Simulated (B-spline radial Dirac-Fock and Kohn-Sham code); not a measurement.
**Two-hole binding energies of Eu²⁺**

System: europium as Eu²⁺ in the configuration [Xe] 4f7, inside a Watson sphere of charge -2 and radius 3 Å (a model of the Madelung potential; inside it an electron's potential energy is raised by 9.6 eV).

The computed values come from a B-spline atomic structure program: Dirac-Fock energy differences between relaxed states, corrected for Breit and QED terms. U is the two-hole binding energy less the two single-hole energies, the effective repulsion of the holes after relaxation. Each two-hole energy is an average over J within one jj subconfiguration.

| holes | E(a) (eV) | E(b) (eV) | E(ab) (eV) | U (eV) |
| --- | --- | --- | --- | --- |
| 1s⁻¹ 2p1/2⁻¹ | 48525.9 | 7626.2 | 56468.2 | 316.1 |
| 1s⁻¹ 2p3/2⁻¹ | 48525.9 | 6985.8 | 55786.6 | 274.8 |
| 1s⁻¹ 3d3/2⁻¹ | 48525.9 | 1169.4 | 49774.3 | 79.0 |
| 1s⁻¹ 3d5/2⁻¹ | 48525.9 | 1141.2 | 49743.8 | 76.6 |
| 2s⁻² | 8066.3 | 8066.3 | 16307.5 | 174.9 |
| 2p1/2⁻¹ 3s⁻¹ | 7626.2 | 1814.5 | 9510.8 | 70.0 |
| 2s⁻¹ 3d5/2⁻¹ | 8066.3 | 1141.2 | 9282.9 | 75.3 |
| 2p1/2⁻¹ 3p3/2⁻¹ | 7626.2 | 1492.6 | 9191.0 | 72.1 |
| 2p3/2⁻¹ 3s⁻¹ | 6985.8 | 1814.5 | ? | ? |
| 3p1/2⁻² | 1625.4 | 1625.4 | 3307.0 | 56.2 |
| 3p1/2⁻¹ 3p3/2⁻¹ | 1625.4 | 1492.6 | 3167.4 | 49.4 |
| 3d3/2⁻¹ 3d5/2⁻¹ | 1169.4 | 1141.2 | 2369.3 | 58.7 |
| 5p1/2⁻¹ 5p3/2⁻¹ | 34.96 | 31.10 | 78.88 | 12.8 |
| 5p3/2⁻² | 31.10 | 31.10 | 75.06 | 12.9 |

Question: Give the missing two-hole energy and U.

Answer: E(ab) = 8869.4 eV and U = 69.1 eV.
